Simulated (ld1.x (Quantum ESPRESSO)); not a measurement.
## Before and after: TM potential for I (Z = 53)

```
Element                 : iodine
Generator               : ld1.x (Quantum ESPRESSO) 7.5
Type                    : norm-conserving Troullier–Martins (Kleinman–Bylander form)
Functional              : PW91
Relativity              : scalar-relativistic
Frozen core             : [Kr]
Valence charge          : 17
Reference configuration : 4d10 5s1.75 5p5.25
Partial waves           : 5s (bound): rc 1.30 bohr; 5p (bound): rc 1.45 bohr; 4d (bound): rc 0.85 bohr
Local potential         : the d channel
Core correction         : Bessel-smoothed model core, default radius (core density twice the valence density)
```

Change: wave 5p (bound): rc 1.45 bohr becomes 5p (bound): rc 2.12 bohr.

Cutoffs: the cutoffs (Ry, on a coarse ladder) from which the occupation-weighted sum of valence levels, in a spherical-Bessel basis at the reference potential, stays within 10 and 1 mRy of its value at 400 Ry; they do not see the model core or the augmentation charge, which bear on the density cutoff. Errors are all-electron minus pseudo energies relative to the spin-unpolarised reference configuration.

**Question.** How do hardness, ghosts and transferability respond?

**Answer.** The potential gets neither clearly harder nor softer (180 Ry and 300 Ry → 160 Ry and 300 Ry); both files keep a bound ghost (p, s); of the 7 tests that both files solve, the error grows in 3 and shrinks in 3 by more than 15 % and 0.3 meV (median size 4.3 → 4.4 meV).

```tsv
quantity	base	changed
cutoff, loose	180 Ry	160 Ry
cutoff, tight	300 Ry	300 Ry
loose cutoff by channel (10 mRy a level)	s 50 Ry, p 55 Ry, d 110 Ry	s 50 Ry, p 6 Ry, d 110 Ry
bound ghosts	s, p	s, p
error for 4d10 5s2 5p5, meV [ΔE -2.59 eV]	-0.2	-0.9
error for 4d10 5s2 5p4, meV [ΔE 8.59 eV]	-3.5	-4.4
error for 4d10 5s2 5p3, meV [ΔE 28.51 eV]	-11	-5.8
error for 4d9 5s2 5p5, meV [ΔE 55.71 eV]	-350	-279
error for 4d10 5s2 5p2, meV [ΔE 57.92 eV]	-18	-3.9
error for 4d10 5s1 5p6, meV [ΔE 7.85 eV]	-4.3	-9.5
error for 4d10 5s2 5p5.3, meV [ΔE -4.39 eV]	-0.1	+0.1
```

 A true bound ghost makes a file unfit for plane-wave use even where its test errors are small: the radial tests pick states by their node count and pass the ghost by.
